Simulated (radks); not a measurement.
The numbers below are computed, except where a source is named.
Task: Dy6+, 60 electrons, occupied as [Kr] 4d10 4f8 5s2 5p4. Code: a radial shooting solver on a logarithmic mesh with Libxc functionals. Model: Dirac Kohn-Sham, PBE, spin-unpolarised, spherical densities, finite nucleus; open shells fill j = l - 1/2 first; Fermi nuclear charge, rms radius 5.2218 fm. Some entries of the table are withheld. Estimate them.

orbital,occ.,eigenvalue (eV),r(max) (bohr)
1s1/2,2,-53679.62,0.01337
2s1/2,2,-9008.966,0.07621
2p1/2,2,-8573.033,0.05740
2p3/2,4,-7772.876,0.06342
3s1/2,2,-2075.538,(1)
3p1/2,2,-1885.213,(2)
3p3/2,4,-1719.062,(3)
3d3/2,4,-1391.681,0.1709
3d5/2,6,-1355.408,0.1744
4s1/2,2,-481.8342,0.4941
4p1/2,2,(4),0.4971
4p3/2,4,(5),0.5239
4d3/2,4,-245.1173,0.5284
4d5/2,6,-238.2807,0.5370
5s1/2,2,-126.7561,1.122
5p1/2,2,-104.0817,(6)
5p3/2,2,-97.7772,(7)
4f5/2,6,-89.2415,0.5252
4f7/2,2,-88.2015,0.5298
5d3/2,0,-65.1486,1.511
5d5/2,0,-64.2888,1.533
6s1/2,0,-53.5137,2.398

Result: 
(1) 3s1/2 r(max) (bohr): 0.2157
(2) 3p1/2 r(max) (bohr): 0.2031
(3) 3p3/2 r(max) (bohr): 0.2157
(4) 4p1/2 eigenvalue (eV): -406.6190
(5) 4p3/2 eigenvalue (eV): -369.2074
(6) 5p1/2 r(max) (bohr): 1.201
(7) 5p3/2 r(max) (bohr): 1.265
